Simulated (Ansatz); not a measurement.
Molecule: CSi (charge 0, triplet). 
Geometry from a B3LYP-D3(BJ)/def2-TZVP (Ansatz, a program for electronic structure) optimisation:
SMILES: [C]=[Si]
```xyz
2

Si     0.0000     0.0000    -0.5141
C      0.0000     0.0000     1.1995
```
Charge 0, spin multiplicity 3.

Computed values are from Ansatz. Correlated levels leave the core frozen unless marked. UHF or UKS for open shells. Spin-orbit coupling is left out. Non-relativistic. CBS marks a two-point X^-3 extrapolation of the correlation energy; Hartree-Fock from the larger set (for Q and 5 zeta extrapolated as (X+1)exp(-9√X)).

```
Quantity                                                                                       Value
-------------------------------------------  -------------------------------------------------------
atomisation energy De                         100.4 kcal/mol at CCSD(T)/CBS(cc-pV(Q+d)Z,cc-pV(5+d)Z)
vertical ionisation energy (to the quartet)  9.03 eV at CCSD(T)/CBS(aug-cc-pV(T+d)Z,aug-cc-pV(Q+d)Z)
total energy                                    -326.8897 Eh at CCSD(T)/CBS(cc-pV(Q+d)Z,cc-pV(5+d)Z)
dipole moment                                                      1.54 D at CCSD(T)/aug-cc-pV(D+d)Z
```

The UHF reference is spin-contaminated (<S^2> 0.53 over the pure value in the largest basis). The T1 diagnostic of CCSD in the largest basis is 0.092, which is high, so the coupled-cluster rows are less sure than usual.
